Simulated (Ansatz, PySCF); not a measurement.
C₂H₅ClOSi₂, SMILES O[SiH2]C#C[SiH2]Cl.

Coordinates come from a B3LYP-D3(BJ)/def2-SVP optimisation. This is a generated structure with no PubChem entry under its InChIKey; it may be hypothetical. The values are those of a single conformer.

Vertical ionisation energy (IE) and electron affinity (EA) in eV. Rows of orbital energies are one-electron estimates. Where ΔSCF, EOM or ADC give a negative EA the extra electron is unbound and the value depends on the basis.

```tsv
level	IE	EA
−ε(HOMO), −ε(LUMO), HF/def2-TZVP (PySCF)	11.11	-2.05
−ε(HOMO), −ε(LUMO), PBE/def2-TZVP (PySCF)	7.23	2.27
ΔSCF, CAM-B3LYP/def2-SVPD (Ansatz), final states of multiplicity 2 and 2	10.56	-0.25
ΔSCF, PBE/def2-SVPD (Ansatz), final states of multiplicity 2 and 2	…	…
```

Q: What belongs in the gaps? (An estimate is asked for; the answer gives what the named calculation found.)

A: 
- ΔSCF, PBE/def2-SVPD (Ansatz, a program for electronic structure), final states of multiplicity 2 and 2, IE: 9.78
- ΔSCF, PBE/def2-SVPD (Ansatz), final states of multiplicity 2 and 2, EA: 0.08

Q: What vertical singlet–triplet gap does ΔSCF give with CAM-B3LYP/def2-SVPD (Ansatz) and with PBE/def2-SVPD (Ansatz)? (The exact figures need the calculation; the answer reports its results.)

A: 4.64 and 4.51 eV (triplet above singlet where positive).
